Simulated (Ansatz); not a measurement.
C4H2Cl2Si, SMILES `C#C[Si](Cl)(Cl)C#C`. The species carries charge 0 and has multiplicity 1. Geometry: relaxed with PBE0-D4/def2-TZVP.

```xyz
9

C     2.078   -1.563    0.286
C     1.014   -1.096   -0.033
Si   -0.578   -0.391   -0.508
Cl   -2.070   -1.615    0.132
Cl   -0.665   -0.235   -2.533
C    -0.796    1.243    0.224
C    -0.938    2.335    0.715
H     3.019   -1.977    0.568
H    -1.064    3.301    1.149
```

Q: What is the dipole moment at ωB97M-V/def2-TZVPP? (Best estimate.)

A: Ansatz gave: 2.11 D, with components (1.41, 0.96, 1.24) D in this frame, pointing from negative to positive charge.

Q: And with PBE, r2SCAN, B3LYP? (Estimate.)

A: Ansatz gave: PBE 1.99 D, r2SCAN 2.12 D, B3LYP 2.08 D.

Q: Give the Mulliken charges with ωB97M-V, PBE, r2SCAN in def2-TZVPP. (An estimate is asked.)

A: The calculation gave: 
| atom | ωB97M-V | PBE | r2SCAN |
| --- | --- | --- | --- |
| C1 | 0.02 | 0.02 | -0.03 |
| C2 | -0.41 | -0.35 | -0.38 |
| Si3 | 0.64 | 0.57 | 0.78 |
| Cl4 | -0.16 | -0.17 | -0.20 |
| Cl5 | -0.16 | -0.17 | -0.20 |
| C6 | -0.41 | -0.35 | -0.38 |
| C7 | 0.02 | 0.02 | -0.03 |
| H8 | 0.23 | 0.21 | 0.23 |
| H9 | 0.23 | 0.21 | 0.23 |

B3LYP here is the variant with VWN-RPA as its local correlation; programs differ in this.
